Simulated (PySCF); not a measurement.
`C=C(OC=O)[SiH2]C([SiH3])[SiH3]`: 4 charge schemes on one density

Compound: C4H12O2Si3.
Z-matrix (Å and degrees, GFN2-xTB geometry), rows numbered from 1:
```
C 
C   1  1.3251
O   2  1.3998  1  115.36
C   3  1.3030  2  117.87  1  -177.95
O   4  1.2025  3  126.60  2     0.58
Si  2  1.9068  1  124.49  3   179.02
C   6  1.9040  2  113.55  1  -110.02
Si  7  1.8998  6  110.75  2   155.78
Si  7  1.9005  6  112.88  2    27.86
H   1  1.0729  2  120.12  3   179.92
H   1  1.0781  2  122.19  3     0.10
H   4  1.1020  3  110.20  2  -179.59
H   6  1.4622  2  112.39  1   114.57
H   6  1.4804  2   99.32  1     3.02
H   7  1.0924  6  107.18  2   -88.86
H   8  1.4672  7  109.57  6   172.61
H   8  1.4649  7  110.13  6    53.09
H   8  1.4642  7  110.78  6   -67.38
H   9  1.4662  7  110.46  6  -179.58
H   9  1.4713  7  110.25  6   -60.87
H   9  1.4650  7  110.76  6    58.99
```

Density: PBE0/pcSseg-1 (PySCF); schemes: Mulliken, IAO, Hirshfeld and ESP-fitted. Isolated species at its GFN2-xTB geometry (one conformer only).

Q: Do the Mulliken, IAO, Hirshfeld and ESP-fitted schemes agree on where the charge is lowest?

A: The schemes don't all agree: Mulliken C7 (-1.119); IAO C7 (-0.923); Hirshfeld C7 (-0.280); ESP-fitted C1 (-0.582).

Q: For which atoms does the sign change between the 4 schemes (beyond +0.03 e in one, beyond −0.03 e in another)?

A: C2.

Q: What partial charge does each atom carry?

A: In e:

```
atom                    environment  Mulliken     IAO  Hirshfeld  ESP-fitted
  C1           terminal =CH2 carbon    -0.129  -0.311     -0.096      -0.582
  C2  vinylic carbon bearing oxygen    -0.243  -0.090     -0.020      +0.328
  O3     ester single-bonded oxygen    -0.379  -0.279     -0.070      -0.378
  C4          ester carbonyl carbon    +0.476  +0.408     +0.194      +0.589
  O5          ester carbonyl oxygen    -0.440  -0.438     -0.190      -0.501
 Si6                   SiH2 silicon    +0.781  +0.744     +0.294      +0.227
  C7    sp3 carbon bound to silicon    -1.119  -0.923     -0.280      -0.327
 Si8                   SiH3 silicon    +0.494  +0.598     +0.304      +0.338
 Si9                   SiH3 silicon    +0.504  +0.596     +0.293      +0.274
 H10               vinylic hydrogen    +0.140  +0.171     +0.058      +0.223
 H11               vinylic hydrogen    +0.130  +0.165     +0.055      +0.237
 H12                formyl hydrogen    +0.119  +0.144     +0.071      +0.053
 H13                  Si–H hydrogen    -0.042  -0.107     -0.080      -0.034
 H14                  Si–H hydrogen    -0.099  -0.156     -0.095      -0.127
 H15               methine hydrogen    +0.222  +0.181     +0.035      +0.172
 H16                  Si–H hydrogen    -0.071  -0.116     -0.078      -0.099
 H17                  Si–H hydrogen    -0.070  -0.115     -0.076      -0.084
 H18                  Si–H hydrogen    -0.062  -0.119     -0.077      -0.082
 H19                  Si–H hydrogen    -0.070  -0.115     -0.077      -0.079
 H20                  Si–H hydrogen    -0.080  -0.122     -0.087      -0.081
 H21                  Si–H hydrogen    -0.061  -0.117     -0.077      -0.068
```

Mean size of the charges over all atoms: IAO 0.286 e, Mulliken 0.273 e, ESP-fitted 0.232 e, Hirshfeld 0.124 e. Each set sums to the total charge, 0, to within 0.001 e. The IAO scheme counts the electrons in orthogonalised intrinsic atomic orbitals, a minimal basis polarised so that it spans the occupied orbitals exactly. The Hirshfeld scheme divides the density at each point in proportion to the densities of the neutral, spherically averaged free atoms.

Q: How closely do the schemes follow one another over all atoms?

A: Correlation coefficient and root-mean-square difference: Mulliken with IAO 0.97, 0.086 e; IAO with Hirshfeld 0.97, 0.225 e; Mulliken with Hirshfeld 0.91, 0.255 e; IAO with ESP-fitted 0.78, 0.231 e; Hirshfeld with ESP-fitted 0.77, 0.195 e; Mulliken with ESP-fitted 0.70, 0.275 e.

Q: Sum the charges by element.

A: 
| element | atoms | Mulliken | IAO | Hirshfeld | ESP-fitted |
| --- | --- | --- | --- | --- | --- |
| C | 4 | -1.015 | -0.915 | -0.202 | +0.007 |
| O | 2 | -0.819 | -0.716 | -0.260 | -0.878 |
| Si | 3 | +1.779 | +1.938 | +0.891 | +0.838 |
| H | 12 | +0.055 | -0.306 | -0.429 | +0.033 |

The run behind these numbers computed NMR shieldings as well. The run took 1.7 min wall on Arm Neoverse N1, one thread, shared host, and the process peaked at 1.1 GiB of memory.
